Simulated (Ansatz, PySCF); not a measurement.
F3H2NbO2, SMILES [OH][Nb]([F])([OH])([F])[F], multiplicity 1.

The structure is a stationary point at r2SCAN-D4/def2-SVP. The geometry has at least one imaginary mode, so it is a saddle point at that level. The spin state was assumed, not searched. The structure was generated by enumeration; whether it is a known compound was not checked. The def2 effective core potentials stand for the cores of Nb; spin–orbit coupling is left out. One conformer was computed; it need not be the lowest.

Vertical ionisation energy (IE) and electron affinity (EA) in eV. Rows of orbital energies are one-electron estimates. Where ΔSCF, EOM or ADC give a negative EA the extra electron is unbound and the value depends on the basis.

```
level                                                                   IE     EA
-------------------------------------------------------------------  -----  -----
−ε(HOMO), −ε(LUMO), HF/def2-TZVP (PySCF)                             14.30  -1.67
−ε(HOMO), −ε(LUMO), PBE/def2-TZVP (PySCF)                              [?]    [?]
ΔSCF, PBE0/def2-SVPD (Ansatz), final states of multiplicity 2 and 2  12.10   0.08
ΔSCF, PBE/def2-SVPD (Ansatz), final states of multiplicity 2 and 2   11.52  -0.32
```

Question: Fill in the missing entries. (The exact figures need the calculation; the answer reports its results.)

Answer: 
- −ε(HOMO), −ε(LUMO), PBE/def2-TZVP (PySCF), IE: 8.17
- −ε(HOMO), −ε(LUMO), PBE/def2-TZVP (PySCF), EA: 2.68

Question: What vertical singlet–triplet gap does ΔSCF give with PBE0/def2-SVPD (Ansatz, a program for electronic structure) and with PBE/def2-SVPD (Ansatz)? (Estimate from the structure and the level; the computed values follow.)

Answer: 5.63 and 5.45 eV (triplet above singlet where positive).
